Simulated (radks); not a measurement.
Q: These are the eigenvalues of the occupied orbitals of an atom or ion with whole-number occupations (hartree). All-electron calculation, scalar-relativistic Kohn-Sham, r2SCAN, spin-polarised, spherical densities, finite nucleus; meta-GGA in the generalised Kohn-Sham scheme; Fermi nuclear charge, rms radius of each element as measured or else 0.836 A^(1/3) + 0.57 fm. Program: a radial shooting solver on a logarithmic mesh with Libxc functionals.

| orbital | eigenvalue |
|---|---|
| 1s down | -613.5691 |
| 1s up | -613.5691 |
| 2s up | -106.2276 |
| 2s down | -106.1135 |
| 2p up | -97.36870 |
| 2p down | -97.28428 |
| 3s up | -34.67088 |
| 3s down | -34.53543 |
| 3p up | -31.74656 |
| 3p down | -31.60351 |
| 3d up | -27.43031 |

Which element is it, and in what charge state? The configuration may be excited. Open shells, if any, are filled with parallel spins first.

A: Z = 38, strontium, charge +19: Sr19+ in [Ar] 3d1. The list shows which subshells hold electrons but not how many an open one holds; the 1s level, -613.57 hartree, gives Z - s = 35.0 by -(Z - s)^2/2, which with screening and relativity narrows Z to a few neighbours, and the depths of the outer levels then fix element, charge and occupations together.
